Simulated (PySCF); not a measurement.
Task: Give a PBE0-D3(BJ)/def2-SVP geometry of `[BH3-][NH2+]CO[SiH3]`.

Result: 
Z-matrix in Å and degrees, rows numbered from 1:
```
B 
N   1  1.6294
C   2  1.4561  1  114.11
O   3  1.3887  2  109.00  1  -179.45
Si  4  1.6779  3  125.09  2   178.80
H   1  1.2235  2  105.45  3  -179.16
H   1  1.2262  2  105.61  3   -59.22
H   1  1.2259  2  105.67  3    60.83
H   2  1.0223  1  109.39  3   122.18
H   2  1.0223  1  109.46  3  -122.21
H   3  1.1037  2  107.05  1    58.50
H   3  1.1037  2  107.05  1   -57.34
H   5  1.4848  4  105.65  3  -179.10
H   5  1.4941  4  110.07  3    61.03
H   5  1.4940  4  110.01  3   -59.24
```

B1 (four-coordinate boron) is distorted tetrahedral (angles from 105.5° to 113.1°). Si5 (oxygen-bound silicon) is distorted tetrahedral (angles from 105.7° to 111.0°). O4 (silyl ether oxygen) is bent (angle 125.1°). N2 (nitrogen bonded to B, C and 2 H) is distorted tetrahedral (angles from 105.9° to 114.1°).

Computed with PBE0-D3(BJ)/def2-SVP geometry optimisation, gas phase (PySCF).

Point group: Cs (every atom within 0.08 Å of its image). Whether it is a minimum is left open (no frequencies). The numbers are those of one conformer (B1–N2–C3–O4 -179°, N2–C3–O4–Si5 179°).

On one thread, Arm Neoverse V1 (aarch64), on a shared host, this took 39 s and 0.51 GiB of memory at its peak. That covers the optimisation of the geometry.
